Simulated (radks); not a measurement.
Initial-state core-level shifts of neutral bromine when its valence configuration changes from [Ar] 3d10 4s2 4p5. Calculated with a radial shooting solver on a logarithmic mesh with Libxc functionals: scalar-relativistic Kohn-Sham, PBEsol, spin-polarised, spherical densities, point nucleus; open shells are filled with parallel spins first. Shifts are changes of the shell-averaged eigenvalues in eV (positive: less bound).

[
 {"valence": "3d10 4s1 4p6", "1s": "-1.627", "2s": "-1.594", "2p": "-1.586", "3p": "-1.602"},
 {"valence": "3d9 4s2 4p6", "1s": "-15.166", "2s": "-16.845", "2p": "-16.724", "3p": "-12.502"},
 {"valence": "3d9.5 4s2 4p5.5", "1s": "-7.487", "2s": "-8.309", "2p": "-8.248", "3p": "-6.222"},
 {"valence": "3d10 4s1.5 4p5.5", "1s": "-0.817", "2s": "-0.801", "2p": "-0.797", "3p": "-0.804"}
]
